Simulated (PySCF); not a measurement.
**A small calculation by hand: chemical shift, span and skew from a shielding tensor**

C₅H₇FO, SMILES CC(=O)[C@H]1C[C@H]1F. Atoms are numbered in the order given.

```xyz
14

C      2.3339     0.1773     0.3497
C      0.8619    -0.0480     0.6183
O      0.3251     0.3175     1.6403
C      0.0980    -0.7338    -0.4822
C     -1.3414    -1.1308    -0.1946
C     -1.0742     0.0120    -1.0945
F     -1.3374     1.2738    -0.6633
H      2.7911     0.7084     1.1942
H      2.8459    -0.7871     0.1935
H      2.4614     0.7630    -0.5759
H      0.6943    -1.3327    -1.1766
H     -1.7309    -2.0629    -0.6107
H     -1.6665    -0.8689     0.8166
H     -1.2293    -0.0836    -2.1747
```
Charge 0, spin multiplicity 1.

Coordinates come from a B3LYP-D3(BJ)/def2-SVP optimisation. One conformer was computed; it need not be the lowest.

GIAO shieldings from PBE0/pcSseg-1 (PySCF), non-relativistic, no solvent. The symmetric part of the tensor of C4 has the principal values 117.6, 143.1, 205.4 ppm. The same nucleus in TMS has σ = 186.3 ppm at this level (PySCF, at its B3LYP-D3(BJ)/def2-TZVP geometry).

Question: Work out the isotropic shielding, the ¹³C shift against TMS, the span and the skew.

Answer: 
σ(iso) = (σ11 + σ22 + σ33)/3 = 155.4 ppm. δ = σ(ref) − σ(iso) = 186.3 − (155.4) = 30.9 ppm.
Span Ω = σ33 − σ11 = 87.8 ppm. Skew κ = 3(σ(iso) − σ22)/Ω = 0.42. Tumbling in solution averages the tensor to δ; in a static solid the shielding alone would spread this spin-1/2 line over Ω.
